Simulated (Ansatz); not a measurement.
The same groups moved round the core (styrene fluoro+silyl). All species are isolated molecules in the gas phase. One relaxed conformer stands for each flexible species; it need not be the lowest. Strings in code marks are SMILES.

Quantity: electronic energy of isomers of C8H9FSi relative to `C=Cc1ccc([SiH3])c(F)c1` (C–C–C–C torsion 179°), in kJ/mol. The restricted reference of `C=Cc1c(F)cccc1[SiH3]` and `C=Cc1ccc([SiH3])c(F)c1` is unstable towards unrestricted orbitals.

Case: `C=Cc1c(F)cccc1[SiH3]` (C–C–C–C torsion 145°). Geometry of `C=Cc1c(F)cccc1[SiH3]` (neutral, multiplicity 1, Å):

```xyz
19

C     -2.1500     1.5678    -0.3852
C     -1.3050     1.2908     0.6138
C     -0.0583     0.5211     0.5034
C      1.0152     0.9042     1.3197
F      0.8445     1.9349     2.1510
C      2.2497     0.2743     1.2972
C      2.4329    -0.8010     0.4338
C      1.3799    -1.2291    -0.3720
C      0.1304    -0.5909    -0.3513
Si    -1.2282    -1.3664    -1.4082
H     -3.0631     2.1399    -0.2043
H     -1.9554     1.2660    -1.4182
H     -1.5204     1.6916     1.6096
H      3.0426     0.6371     1.9535
H      3.3959    -1.3154     0.4006
H      1.5303    -2.0958    -1.0207
H     -2.5186    -1.4677    -0.6666
H     -1.4699    -0.6250    -2.6849
H     -0.7526    -2.7365    -1.7713
```

Predict the electronic energy of isomers of C8H9FSi relative to `C=Cc1ccc([SiH3])c(F)c1` (C–C–C–C torsion 179°) from frozen-core MP2/cc-pVDZ // PBE0-D3(BJ)/def2-SVP (Ansatz, a quantum-chemistry and plane-wave program).

14.75 kJ/mol.
